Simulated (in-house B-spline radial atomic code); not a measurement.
## I4+: [Kr] 4d10 5s2 5p1

Computed with an all-electron radial atomic-structure program (B-spline basis): non-relativistic B3LYP, spin-polarised, spherical fractional occupations, exact exchange averaged over the configuration, point nucleus.

Screening seen three ways: the hydrogenic charge with the same mean radius, Z_r = [3n² - l(l+1)]/(2<r>), the one with the same energy, Z_e = n√(-2ε), and Slater's rules. Values are occupation-weighted means over spin.

| shell | electrons | ε (eV) | <r> (bohr) | Z_r | Z_e | Slater |
| --- | --- | --- | --- | --- | --- | --- |
| 1s | 2 | -31771 | 0.02868 | 52.30 | 48.32 | 52.70 |
| 2s | 2 | -4845.1 | 0.1234 | 48.61 | 37.74 | 48.85 |
| 2p | 6 | -4554.3 | 0.1052 | 47.55 | 36.59 | 48.85 |
| 3s | 2 | -1019.9 | 0.3276 | 41.21 | 25.97 | 41.75 |
| 3p | 6 | -897.18 | 0.3181 | 39.30 | 24.36 | 41.75 |
| 3d | 10 | -669.57 | 0.2887 | 36.37 | 21.05 | 31.85 |
| 4s | 2 | -217.7 | 0.7687 | 31.22 | 16.00 | 25.25 |
| 4p | 6 | -174.23 | 0.8033 | 28.63 | 14.31 | 25.25 |
| 4d | 10 | -99.791 | 0.9061 | 23.18 | 10.83 | 13.85 |
| 5s | 2 | -56.516 | 1.853 | 20.24 | 10.19 | 9.00 |
| 5p | 1 | -46.081 | 2.056 | 17.75 | 9.20 | 9.00 |

The least bound orbital is 5p up at -46.08 eV, and it is also the most diffuse (<r> = 2.056 bohr).

The density falls to 0.001 bohr⁻³ at 3.441 bohr; Σ<r²> = 29.741 bohr² gives, by the non-relativistic formula and without the paramagnetism of open shells, a Langevin diamagnetic susceptibility of -23.55×10⁻⁶ cm³/mol.
